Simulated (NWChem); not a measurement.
Molecule: GeHF₃; SMILES [F][GeH]([F])[F]

```xyz
5

Ge     0.0000     0.0000     0.2542
F      0.4102     1.5303    -0.3970
F      1.1202    -1.1204    -0.3970
F     -1.5304    -0.4099    -0.3970
H      0.0000     0.0000     1.7711
```
Atoms are numbered in this order, from 1.

Computed with NWChem. Pople sets run with spherical d functions. STO-3G and 3-21G are far too small for this property and stand as cheap habits. Structure relaxed at the PBE0/def2-SVP level. GIAO values for the isolated, static molecule; σ is the absolute isotropic shielding, δ = σ(reference) − σ with the isolated reference molecule computed at the same levels (19F: trichlorofluoromethane, 1H: tetramethylsilane).

```json
[
 {"level": "KT2/pcSseg-1", "σ Ge1 (ppm)": "1378.1", "δ F2 (ppm)": "-151.9", "δ H5 (ppm)": "6.20"},
 {"level": "Hartree-Fock/STO-3G", "σ Ge1 (ppm)": "2261.5", "δ F2 (ppm)": "-207.5", "δ H5 (ppm)": "2.35"},
 {"level": "PBE/pcSseg-1", "σ Ge1 (ppm)": "1318.5", "δ F2 (ppm)": "-145.9", "δ H5 (ppm)": "6.29"},
 {"level": "Hartree-Fock/6-31G*", "σ Ge1 (ppm)": "…", "δ F2 (ppm)": "…", "δ H5 (ppm)": "6.18"},
 {"level": "PBE0/pcSseg-1", "σ Ge1 (ppm)": "1393.6", "δ F2 (ppm)": "-143.3", "δ H5 (ppm)": "5.96"}
]
```

Some entries are withheld; supply them.


- Hartree-Fock/6-31G*, σ Ge1 (ppm): 1769.5
- Hartree-Fock/6-31G*, δ F2 (ppm): -109.3
